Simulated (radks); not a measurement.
Values are calculated unless marked as measured or tabulated.
The thulium ion Tm4+, 65 electrons, occupied as [Xe] 4f10 5d1 (not the ground configuration). Level of theory: scalar-relativistic Kohn-Sham, BLYP, spin-unpolarised, spherical densities, finite nucleus; Fermi nuclear charge, rms radius 5.2256 fm (a radial shooting solver on a logarithmic mesh with Libxc functionals).

Unscreened Slater integrals over Kohn-Sham orbitals (cm^-1). Empty in this configuration: 6s.

integral    value
F0(5d,5d)  109600
F2(5d,5d)   58111
F4(5d,5d)   38801
F0(5d,4f)  139080
F2(5d,4f)   35247
F4(5d,4f)   17123
G1(5d,4f)   14455
G3(5d,4f)   12527
G5(5d,4f)  9752.7
F0(5d,5p)  123880
F2(5d,5p)   61841
G1(5d,5p)   73773
G3(5d,5p)   45861
F0(5d,5s)  128690
G2(5d,5s)   48117
F0(5d,6s)   84946
G2(5d,6s)   22041
F0(4f,4f)  295270
F2(4f,4f)  142080
F4(4f,4f)   89494
F6(4f,4f)   64484
F0(4f,5p)  179120
F2(4f,5p)   59564
G2(4f,5p)   27593
G4(4f,5p)   22076
F0(4f,5s)  199710
G3(4f,5s)   33410
F0(4f,6s)   96793
G3(4f,6s)  4106.3
F0(5p,5p)  147800
F2(5p,5p)   80035
F0(5p,5s)  157220
G1(5p,5s)  105610
F0(5p,6s)   90055
G1(5p,6s)  8507.5
F0(5s,5s)  169340
F0(5s,6s)   91821
G0(5s,6s)  4979.5
F0(6s,6s)   74382

Derived for the open shells (J is the average intra-shell exchange parameter used in DFT+U). 4f: F4/F2 = 0.630, F6/F2 = 0.454, J = (286 F2 + 195 F4 + 250 F6)/6435 = 11530 cm^-1. 5d: Racah B = F2/49 - 5 F4/441 = 746.0 cm^-1, C = 35 F4/441 = 3079 cm^-1, C/B = 4.13, F4/F2 = 0.668, J = (F2 + F4)/14 = 6922 cm^-1.
